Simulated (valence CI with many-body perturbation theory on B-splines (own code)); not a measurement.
## Energy levels of Lu⁶⁴⁺

Calculated by relativistic CI+MBPT: five valence electrons over a frozen Dirac-Fock core [He], radial functions for each j: 9 s, 9 p, 8 d, 6 f, 3 g, 1 h, with the one-electron correlation potential Σ1, the two-electron term Σ2, the three-electron term Σ3, Breit, model QED; selected CI, second order for the rest (own B-spline code, finite nucleus).

No measured spectrum was set against this ion. As an estimate, large intervals hold to a few tenths of a per cent, small ones and those within an open d or f shell to about a per cent. Among the levels kept, up to 1200 cm⁻¹ of a level comes from second order outside the variational space, and about a tenth of that is noise between levels of different J, which matters for small intervals.

Levels 46 to 74 of 74, with energies above the lowest level, (2s^2 2p1/2^2 2p3/2) J=3/2. "Leading %" is the weight of the configuration and term that name the level; weights of strongly mixed levels are sums over their largest components and can fall short. In the jj column 3d3/2^4 stands for four electrons in 3d with j = 3/2.

```csv
No.,Configuration,Term,J,E (× 10³ cm⁻¹),Leading %,g,Second component,Leading jj
46,2s²2p²3d,⁴D,1/2,79064,79,0.242,15 % 2s²2p²3d ²P,2s^2 2p1/2 2p3/2 3d3/2 (100 %)
47,2s²2p²3d,²G,7/2,79160,54,1.004,25 % 2s²2p²3d ²F,2s^2 2p1/2 2p3/2 3d3/2 (99 %)
48,2s²2p²3d,²D,5/2,79283,36,1.125,32 % 2s²2p²3d ²F,2s^2 2p1/2 2p3/2 3d3/2 (97 %)
49,2s²2p²3d,²D,3/2,79329,46,1.099,17 % 2s²2p²3d ²P,2s^2 2p1/2 2p3/2 3d3/2 (98 %)
50,2s²2p²3d,²P,1/2,79405,37,1.616,32 % 2s²2p²3d ⁴P,2s^2 2p1/2 2p3/2 3d3/2 (98 %)
51,2s²2p²3d,⁴D,7/2,79693,46,1.296,38 % 2s²2p²3d ⁴F,2s^2 2p1/2 2p3/2 3d5/2 (99 %)
52,2s²2p²3d,²P,3/2,79841,39,1.319,26 % 2s²2p²3d ⁴P,2s^2 2p1/2 2p3/2 3d5/2 (98 %)
53,2s²2p²3d,²G,9/2,79854,65,1.167,35 % 2s²2p²3d ⁴F,2s^2 2p1/2 2p3/2 3d5/2 (100 %)
54,2s²2p²3d,²F,5/2,79860,44,1.136,20 % 2s²2p²3d ⁴P,2s^2 2p1/2 2p3/2 3d5/2 (98 %)
55,2s²2p²3d,²D,5/2,79990,60,1.243,25 % 2s²2p²3d ⁴P,2s^2 2p1/2 2p3/2 3d5/2 (98 %)
56,2s²2p²3d,²F,7/2,80054,70,1.122,12 % 2s²2p²3d ⁴F,2s^2 2p1/2 2p3/2 3d5/2 (98 %)
57,2s²2p²3d,²D,3/2,80103,57,0.961,29 % 2s²2p²3d ²P,2s^2 2p1/2 2p3/2 3d5/2 (99 %)
58,2s²2p²3d,²P,1/2,80143,57,1.210,36 % 2s²2p²3d ²S,2s^2 2p1/2 2p3/2 3d5/2 (99 %)
59,2s2p³3p,⁴D,7/2,80540,49,1.422,26 % 2s2p³3p ⁶P,2s 2p1/2^2 2p3/2 3p3/2 (98 %)
60,2s2p³3p,²P,3/2,80615,31,1.505,30 % 2s2p³3p ⁴P,2s 2p1/2^2 2p3/2 3p3/2 (99 %)
61,2s2p³3p,⁴P,5/2,80754,38,1.405,21 % 2s2p³3p ²D,2s 2p1/2^2 2p3/2 3p3/2 (99 %)
62,2s2p³3p,²P,1/2,80788,40,1.416,24 % 2s2p³3p ⁴P,2s 2p1/2^2 2p3/2 3p3/2 (99 %)
63,2s2p³3p,²D,5/2,81270,32,1.255,20 % 2s2p³3p ⁴P,2s 2p1/2^2 2p3/2 3p3/2 (99 %)
64,2s2p³3d,⁴D°,5/2,81314,30,1.241,18 % 2s2p³3d ⁶D°,2s 2p1/2^2 2p3/2 3d3/2 (99 %)
65,2s2p³3d,⁴D°,3/2,81355,29,1.343,23 % 2s2p³3d ⁶D°,2s 2p1/2^2 2p3/2 3d3/2 (99 %)
66,2s2p³3d,²F°,7/2,81381,24,1.224,23 % 2s2p³3d ⁴F°,2s 2p1/2^2 2p3/2 3d3/2 (96 %)
67,2s2p³3d,⁴P°,1/2,81388,46,2.244,26 % 2s2p³3d ⁶D°,2s 2p1/2^2 2p3/2 3d3/2 (99 %)
68,2s2p³3p,²P,3/2,81405,36,1.220,13 % 2s2p³3p ⁴D,2s 2p1/2^2 2p3/2 3p3/2 (99 %)
69,2s2p³3p,⁴P,1/2,81442,39,1.749,26 % 2s2p³3p ²P,2s 2p1/2^2 2p3/2 3p3/2 (99 %)
70,2s2p³3d,²D°,3/2,81966,34,0.929,17 % 2s2p³3d ⁴F°,2s 2p1/2^2 2p3/2 3d3/2 (84 %)
71,2s2p³3d,⁴F°,9/2,81980,51,1.327,27 % 2s2p³3d ⁶D°,2s 2p1/2^2 2p3/2 3d5/2 (100 %)
72,2s2p³3d,²F°,5/2,82034,37,0.922,21 % 2s2p³3d ⁴G°,2s 2p1/2^2 2p3/2 3d3/2 (98 %)
73,2s2p³3d,⁴D°,1/2,82100,49,0.599,29 % 2s2p³3d ²P°,2s 2p1/2^2 2p3/2 3d3/2 (96 %)
74,2s2p³3d,⁴D°,5/2,82174,31,1.322,18 % 2s2p³3d ²D°,2s 2p1/2^2 2p3/2 3d5/2 (98 %)
```
